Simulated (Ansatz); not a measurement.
Input file for Ansatz (an electronic-structure program): R-SVWN5/def2-TZVPP on ZrSi, 2S+1 = 1, a spin state set in the input, which need not be the lowest, a point of a bond scan (R = 2.317 Å). Elements past Kr take the def2 small-core potentials; no spin–orbit coupling.

Ansatz 0.2 input:
```yaml
crystal:
  periodic: [false, false, false]
  atoms:
    - {symbol: Zr, position_ang: [0.00000000, 0.00000000, 0.00000000]}
    - {symbol: Si, position_ang: [0.00000000, 0.00000000, 2.31721300]}
basis:
  gaussian:
    orbitals: def2-TZVPP
    pivot_positions_ang: [[0.00000000, 0.00000000, 0.00000000], [0.00000000, 0.00000000, 2.31721300]]
hamiltonian:
  xc: {name: SVWN5}
output: {forces: true, orbitals: {seedname: ./end}}
```

The head of its log:

```
WARN ansatz: RAYON_NUM_THREADS=1 ignored (pool sized by the plan → 1); use --threads N
Functional definition: SVWN5
integrals: 0.02 GiB planned
600 factors; their error is unknown
mean field: 0.23 GiB planned
mean field evaluation 1: about -9112.0406 eV, gradient 4.3e1 eV
mean field evaluation 2: about -9069.2247 eV, gradient 9.3e1 eV
```

Give the final energy of this run.

-335.1151 hartree.
